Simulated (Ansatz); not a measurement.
Reaction (substitution at a C–C bond): `C[C](=N)[SnH3]` + H₂S → `N=[C](S)[SnH3]` + CH₄

Gas-phase electronic energies from Ansatz, PBE0-D4/def2-TZVP geometries. CCSD(T)/CBS is the MP2 limit (def2-TZVPP, def2-QZVPP) plus CCSD(T) − MP2 in def2-TZVPP, frozen cores. This one scheme is used for every species. Functionals use def2-TZVPP. Elements past krypton have def2 core potentials. For Sn outer-core shells are correlated without core-valence functions, which leaves a few kJ/mol of doubt a bond. One conformer a species, not always the lowest.

CCSD(T)/CBS gives -1.8 kcal/mol.

Problem. Another level gave -0.2 kcal/mol. Which?
A. B2PLYP/def2-TZVPP
B. ωB97X-V/def2-TZVPP
C. r2SCAN/def2-TZVPP
D. CCSD/def2-TZVPP

Solution. D. CCSD/def2-TZVPP -0.2, B2PLYP -2.4, ωB97X-V -1.4, r2SCAN -3.7 kcal/mol.

Largest T1 diagnostic among the species: 0.015.

In def2-TZVPP, CCSD(T) changes the Hartree–Fock value by −1.9 kcal/mol (the triples alone add −0.9 kcal/mol) and MP2 by −3.2 kcal/mol. From PBE to PBE0 (25 % exact exchange), in def2-TZVPP and without D4, ΔE moves by +1.4 kcal/mol.
